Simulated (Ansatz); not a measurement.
SnGe₂: single points at one geometry.

```yaml
crystal:
  periodic: [false, false, false]
  atoms:
    - {symbol: Ge, position_ang: [-0.332310, 1.638722, 0.033926]}
    - {symbol: Ge, position_ang: [1.163587, -0.090558, -0.018067]}
    - {symbol: Sn, position_ang: [-0.831277, -1.548164, -0.015860]}
basis:
  gaussian: {orbitals: def2-TZVP, initial_orbitals: start.molden}
hamiltonian: {xc: pbe, dispersion: d4}
scf: {omitted_lower_state_checks: [starts]}
output: {orbitals: {seedname: orbitals}}
```

The file start.molden holds the orbitals of an earlier run on this structure, at another level or in another basis.

```sh
$ ansatz run in.yaml --threads 4 --pin off --events-out ev --progress --plain --max-ram 3916MiB
```

Shortened log:

```
Functional definition: PBE
1104 factors; their error is unknown
mean field evaluation 1: about -118850.9761 eV, gradient 1.2e1 eV
mean field evaluation 2: about -118851.0999 eV, gradient 1.8e-1 eV
mean field evaluation 4: about -118851.0812 eV, gradient 6.1e-2 eV
mean field -118851.08119025 eV, -4367.6966735856 hartree, gradient 1.5e-5 eV, S^2 0.000000; 0 other end points of the search recorded, 0 dependent functions left out
reference -118851.08122125 eV, -4367.6966747248 hartree; 43, 43 occupied and 103, 103 virtual orbitals, 1104 factors
Total energy: -118851.23139015 eV, -4367.7021933299 hartree
Checks for a lower state left out: starts
```

Hardware: 4 threads of Arm Neoverse V1 on a shared host. Wall time 1.1 s.

The first input with `gaussian: {orbitals: def2-SVP, initial_orbitals: start.molden}` (abridged; 0.7 s):

```
Functional definition: PBE
mean field -118836.68749966 eV, -4367.1677152126 hartree, gradient 9.9e-6 eV, S^2 0.000000
Total energy: -118836.83769539 eV, -4367.1732348040 hartree
Checks for a lower state left out: starts
```

The first input with `hamiltonian: {xc: {name: wB97X-V}}` (abridged; 5.5 s):

```
Functional definition: wB97X-V
mean field -118856.02825482 eV, -4367.8784748550 hartree, gradient 1.9e-5 eV, S^2 0.000000
Total energy: -118856.02825329 eV, -4367.8784747990 hartree
Checks for a lower state left out: starts
```

First input, but with `hamiltonian: {xc: {name: r2SCAN0}, dispersion: d4}` (abridged; 3.6 s):

```
Functional definition: r2SCAN0
mean field -118867.43855110 eV, -4368.2977955094 hartree, gradient 1.6e-5 eV, S^2 0.000000
Total energy: -118867.47342803 eV, -4368.2990772130 hartree
Checks for a lower state left out: starts
```

First input, but with `hamiltonian: {xc: pbe}`, `correlation: {method: rpa}` and without the key `output` (abridged; 3.1 s):

```
Functional definition: PBE
mean field -118851.08118927 eV, -4367.6966735493 hartree, gradient 2.1e-6 eV, S^2 0.000000
22 core orbitals not correlated: weight in the atoms' cores, before any rotation towards them, 1.000 or more for the frozen orbitals, at most 0.000 for the correlated occupied ones
Total energy: -118780.75098131 eV, -4365.1120860784 hartree
Checks for a lower state left out: starts
```

As the first input, with `gaussian: {orbitals: def2-TZVPD, initial_orbitals: start.molden}` (abridged; 1.6 s):

```
Functional definition: PBE
mean field -118851.10893037 eV, -4367.6976930162 hartree, gradient 1.5e-5 eV, S^2 0.000000
Total energy: -118851.25913388 eV, -4367.7032128934 hartree
Checks for a lower state left out: starts
```

As the first input, with `gaussian: {orbitals: def2-SVP, initial_orbitals: start.molden}`, `hamiltonian: {xc: pbe0, dispersion: d4}` (abridged; 1.2 s):

```
Functional definition: PBE0
mean field -118839.35898864 eV, -4367.2658906220 hartree, gradient 2.5e-5 eV, S^2 0.000000
Total energy: -118839.48657258 eV, -4367.2705792451 hartree
Checks for a lower state left out: starts
```

Geometry: r2SCAN-D4/def2-TZVP.

In the def2 sets Sn takes a core potential; there is no spin–orbit coupling. Correlated methods freeze 22 core orbitals; core or outer-core shells of Ge, Sn are correlated, in sets that lack core-valence functions. The order of the spin states hangs on the level: the triplet lies 0.07 eV below the singlet at r2SCAN0-D4/def2-TZVP, but 0.17 eV above it at PBE-D4/def2-TZVP. The structure comes from a short search, and lower isomers may exist.
